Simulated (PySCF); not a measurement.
SMILES C(OC)(OC)=O, GFN2-xTB optimised geometry.

```
12

C     -0.26    -2.33    -0.01
O     -0.95    -1.08     0.00
C     -0.17     0.00     0.00
O      1.03     0.00     0.00
O     -0.95     1.08     0.00
C     -0.26     2.33     0.01
H      0.28    -2.46    -0.94
H     -1.03    -3.09     0.10
H      0.45    -2.38     0.82
H      0.30     2.45     0.94
H      0.44     2.39    -0.83
H     -1.03     3.09    -0.08
```

Density from B3LYP/def2-TZVP run with PySCF at that geometry.

Minimum of the electron density along straight lines between bonded atoms, close to the bond critical point (lines longer than 1.1 times the sum of covalent radii, or with two minima, are not listed):

```
bond    length / Å  ρ at the minimum / e bohr⁻³  ∇²ρ there / e bohr⁻⁵  position (fraction from the first atom)
------  ----------  ---------------------------  --------------------  ---------------------------------------
C1–O2        1.422                        0.249                 -0.46                                     0.35
O2–C3        1.333                        0.326                 -0.86                                     0.65
C3–O4        1.198                        0.443                 -0.29                                     0.34
C3–O5        1.333                        0.326                 -0.86                                     0.35
O5–C6        1.422                        0.249                 -0.46                                     0.65
C1–H7        1.092                        0.287                 -1.02                                     0.65
C1–H8        1.087                        0.290                 -1.05                                     0.65
C1–H9        1.092                        0.287                 -1.03                                     0.65
C6–H10       1.092                        0.287                 -1.02                                     0.65
C6–H11       1.092                        0.287                 -1.02                                     0.65
C6–H12       1.087                        0.290                 -1.05                                     0.65
```
